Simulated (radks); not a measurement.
Initial-state core-level shifts of the lead ion Pb+ when its valence configuration changes from [Hg] 6p1. All-electron calculation, Dirac Kohn-Sham, PBE, spin-unpolarised, spherical densities, point nucleus; open shells are shared between the two j in proportion to 2j + 1. Program: a radial shooting solver on a logarithmic mesh with Libxc functionals. Shifts are changes of the shell-averaged eigenvalues in eV (positive: less bound).

valence                          3p       3d       4s       4d
[Xe] 4f12 5d10 6s2 6p3      -49.283  -49.042  -42.783  -40.100
[Xe] 4f14 5d9 6s2 6p2        -6.298   -6.323   -6.217   -6.207
[Xe] 4f11 5d10 6s2 6p4      -75.309  -74.962  -64.981  -60.887
[Xe] 4f13 5d10 6s2 6p2      -24.168  -24.043  -21.107  -19.791
[Xe] 4f13.5 5d10 6s2 6p1.5  -11.963  -11.899  -10.479   -9.827
[Xe] 4f14 5d10 6s1 6p2       -1.816   -1.813   -1.821   -1.818
[Xe] 4f14 5d9.5 6s2 6p1.5    -3.143   -3.154   -3.104   -3.100
[Xe] 4f13.5 5d10 6s1.5 6p2  -12.860  -12.795  -11.378  -10.725
[Xe] 4f14 5d10 6s1.5 6p1.5   -0.919   -0.918   -0.922   -0.920
